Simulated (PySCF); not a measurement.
Excited states of Zn²⁺ (zinc, charge +2)

Ground state [Ar] 3d10, ¹S. All numbers are calculated (PySCF 2.14, the non-relativistic Hamiltonian (point nucleus), in def2-TZVPPD with one added diffuse shell each of s, p, d, f type (7s7p5d3f1g, 83 functions)). Vertical excitation energies in eV without spin-orbit coupling; excited terms of each kind are numbered among those the solver found. Frozen: [Ar].

```json
{"term": "1 3D", "leading excitation": "3d → s", "EOM-EE-CCSD": "10.576"}
{"term": "1 1D", "leading excitation": "3d → s", "EOM-EE-CCSD": "11.015"}
{"term": "1 3P°", "leading excitation": "3d → p", "EOM-EE-CCSD": "17.707"}
{"term": "1 3F°", "leading excitation": "3d → p", "EOM-EE-CCSD": "18.006"}
{"term": "1 1F°", "leading excitation": "3d → p", "EOM-EE-CCSD": "18.217"}
{"term": "1 1D°", "leading excitation": "3d → p", "EOM-EE-CCSD": "18.522"}
{"term": "1 3D°", "leading excitation": "3d → p", "EOM-EE-CCSD": "18.539"}
{"term": "1 1P°", "leading excitation": "3d → p", "EOM-EE-CCSD": "18.659"}
{"term": "2 3D", "leading excitation": "3d → s", "EOM-EE-CCSD": "26.977"}
{"term": "2 1D", "leading excitation": "3d → s", "EOM-EE-CCSD": "27.072"}
```

The solver can miss terms. Rydberg members are limited by the diffuse functions of the basis.
